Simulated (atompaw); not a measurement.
## An all-electron radial function and its pseudo partner (boron)

Columns: radius, all-electron u(r) and pseudo u(r) of the 2p shell (level -3.56 eV) of boron in the configuration [He] 2s2 2p1; PBEsol, non-relativistic, PAW (atompaw) scheme, atompaw 4.2.0.5.

```json
{"r (bohr)": "0.092", "all-electron": "0.0232", "pseudo": "0.0025"}
{"r (bohr)": "0.185", "all-electron": "0.0763", "pseudo": "0.0102"}
{"r (bohr)": "0.277", "all-electron": "0.1410", "pseudo": "0.0228"}
{"r (bohr)": "0.369", "all-electron": "0.2089", "pseudo": "0.0402"}
{"r (bohr)": "0.462", "all-electron": "0.2753", "pseudo": "0.0626"}
{"r (bohr)": "0.554", "all-electron": "0.3362", "pseudo": "0.0893"}
{"r (bohr)": "0.646", "all-electron": "0.3911", "pseudo": "0.1201"}
{"r (bohr)": "0.738", "all-electron": "0.4396", "pseudo": "0.1548"}
{"r (bohr)": "0.831", "all-electron": "0.4826", "pseudo": "0.1931"}
{"r (bohr)": "0.923", "all-electron": "0.5192", "pseudo": "0.2337"}
{"r (bohr)": "1.015", "all-electron": "0.5497", "pseudo": "0.2761"}
{"r (bohr)": "1.108", "all-electron": "0.5747", "pseudo": "0.3201"}
{"r (bohr)": "1.200", "all-electron": "0.5939", "pseudo": "0.3636"}
{"r (bohr)": "1.292", "all-electron": "0.6082", "pseudo": "0.4060"}
{"r (bohr)": "1.385", "all-electron": "0.6181", "pseudo": "0.4468"}
{"r (bohr)": "1.477", "all-electron": "0.6238", "pseudo": "0.4837"}
{"r (bohr)": "1.569", "all-electron": "0.6260", "pseudo": "0.5162"}
{"r (bohr)": "1.662", "all-electron": "0.6251", "pseudo": "0.5437"}
{"r (bohr)": "1.754", "all-electron": "0.6215", "pseudo": "0.5647"}
{"r (bohr)": "1.846", "all-electron": "0.6156", "pseudo": "0.5790"}
{"r (bohr)": "1.938", "all-electron": "0.6077", "pseudo": "0.5866"}
{"r (bohr)": "2.031", "all-electron": "0.5980", "pseudo": "0.5877"}
{"r (bohr)": "2.123", "all-electron": "0.5871", "pseudo": "0.5831"}
{"r (bohr)": "2.215", "all-electron": "0.5750", "pseudo": "0.5740"}
{"r (bohr)": "2.308", "all-electron": "0.5618", "pseudo": "0.5617"}
{"r (bohr)": "2.400", "all-electron": "0.5480", "pseudo": "0.5480"}
```

**Question.** How many radial nodes do the two functions have?

**Answer.** The all-electron 2p function has n − l − 1 = 0; the pseudo-wave has 0.

**Question.** Where does each function peak?

**Answer.** Outermost all-electron maximum near 1.57 bohr, pseudo maximum near 2.03 bohr (to the table’s step).

**Question.** Is the pseudo-wave norm-conserving?

**Answer.** No, it belongs to a PAW set: the norm inside the radius is not constrained, and the difference is carried by the augmentation charge.
